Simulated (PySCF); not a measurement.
Job for PySCF: U-B3LYP/6-31G* on BClFH (SMILES FBCl), a point of a bond scan (R = 1.578 Å).

```python
from pyscf import gto, scf, dft, mp
from pyscf.data.elements import chemcore

mol = gto.M(
    atom='''
    B    -0.07933766   -0.65470035    0.43067308
    H    -0.79951848   -1.57852358    0.61104942
    F     1.25492195   -0.51049255    1.26095663
    Cl   -0.47627655    0.56839823   -0.75691760
    ''',
    basis='6-31g*',
    cart=True,
    charge=0, spin=0, verbose=3, max_memory=1800)
mf = dft.UKS(mol, xc='b3lyp')
mf.conv_tol = 1e-8
mf.max_cycle = 100
mf.init_guess_breaksym = True
mf.kernel()
if not mf.converged:
    mf = mf.newton().run(mf.mo_coeff, mf.mo_occ)
for _ in range(4):
    mo, _, stable, _ = mf.stability(return_status=True)
    if stable:
        break
    mf.kernel(mf.make_rdm1(mo, mf.mo_occ))
```

The log:

```
converged SCF energy = -585.546349373575  <S^2> = 8.1659124e-11  2S+1 = 1
<class 'pyscf.dft.uks.UKS'> wavefunction is stable in the internal stability analysis
```

The run converged.

Cost: very roughly 40 core-seconds.
